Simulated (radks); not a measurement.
Values are calculated unless marked as measured or tabulated.
All-electron atom: He II in 2p1 (not the ground configuration). Code: a radial shooting solver on a logarithmic mesh with Libxc functionals. Model: scalar-relativistic Kohn-Sham, BLYP, spin-polarised, spherical densities, finite nucleus; open shells are filled with parallel spins first; Gaussian nuclear charge, rms radius 1.6755 fm.

X-ray form factor f0, the Fourier transform of the density (f0(0) = 1):

sin(theta)/lambda (1/angstrom)  f0 (electrons)
0.05                                     0.871
0.1                                      0.584
0.15                                     0.309
0.2                                      0.129
0.25                                     0.037
0.3                                     -0.001
0.4                                     -0.014
0.5                                     -0.010
0.6                                     -0.005
0.8                                     -0.001
1                                       0.000
1.25                                    0.000
1.5                                     0.000
2                                       0.000
